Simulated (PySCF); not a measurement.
## Computed properties of ClH4NSi, SMILES Cl[SiH2]N

ClH4NSi, SMILES N[SiH2]Cl. Geometry optimised at ωB97X-D3(BJ)/def2-TZVP. Other conformers were not sampled. All values are computed for the isolated molecule unless a solvent is named; none is compared with measurement here.

**Structure.** The optimised structure has Cs symmetry. All 15 harmonic modes at ωB97X-D3(BJ)/def2-TZVP (PySCF) are real, so it is a minimum. With heavy atoms numbered as in [SiH2:1]([NH2:2])[Cl:3], the shortest bond between them is Si1–N2 at 1.704 Å and the longest Si1–Cl3 at 2.070 Å.

**Vibrations.** The strongest infrared lines (harmonic, unscaled, degenerate partners summed) lie at 917 cm⁻¹ (268 km/mol, H 85 %, Si 13 %), 426 cm⁻¹ (167 km/mol, H 65 %, N 30 %), 536 cm⁻¹ (156 km/mol, Si 50 %, Cl 42 %). The softest mode is at 233 cm⁻¹ and the zero-point energy is 28.5 kcal/mol.

**Electronic structure.** PBE0/def2-TZVPD (PySCF) places the frontier levels at -8.07 and -0.09 eV, a gap of 7.98 eV, and gives a dipole moment of 1.96 D and a mean polarisability of 50.1 bohr³.

**Excitations.** TDA-CAM-B3LYP/def2-SVPD (PySCF) has S1 at 6.94 eV (179 nm, f = 0.047, weak); the most intense of the 10 singlets computed lies at 8.09 eV (f = 0.08). T1 (TDA) is at 6.51 eV, 0.43 eV under S1. No vertical singlet excitation falls in the visible range (under 3.1 eV).

**NMR.** GIAO shifts at HF/pcSseg-2 (PySCF) (non-relativistic, atoms alike by connectivity averaged): ¹H from 1.5 to 4.9 ppm against TMS; ²⁹Si at -29.8 ppm against TMS. Without spin–orbit terms, shifts of atoms bonded to Cl or Br come out too high.
